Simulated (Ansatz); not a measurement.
C2H3F3Sn, SMILES `C=[CH][Sn]([F])([F])[F]` at its PBE0-D4/def2-TZVP geometry, where that method's forces vanish. Total charge 0; spin multiplicity 1. Sn: def2 effective core potential.

```xyz
9

C    -1.3615   -0.5707    0.7969
C    -0.4214    0.3630    0.7560
Sn    1.0355    0.2901   -0.7418
F     1.1098    1.7805   -1.9124
F     0.7272   -1.2117   -1.8644
F     2.8313    0.1144   -0.1575
H    -2.1290   -0.5533    1.5660
H    -1.4133   -1.3839    0.0802
H    -0.3785    1.1716    1.4770
```

Q: What forces (eV/Å) does PBE-D4/def2-TZVPP give on these atoms in Ansatz 0.2.0? (An estimate is asked.)

A: Ansatz gave: 
```
C1  -0.216 -0.233 -0.008
C2   0.088  0.209  0.111
Sn3 -0.308  0.074  0.372
F4   0.022  0.572 -0.448
F5  -0.122 -0.566 -0.418
F6   0.686 -0.071  0.229
H7  -0.167 -0.001  0.163
H8  -0.024 -0.173 -0.140
H9   0.040  0.188  0.138
```
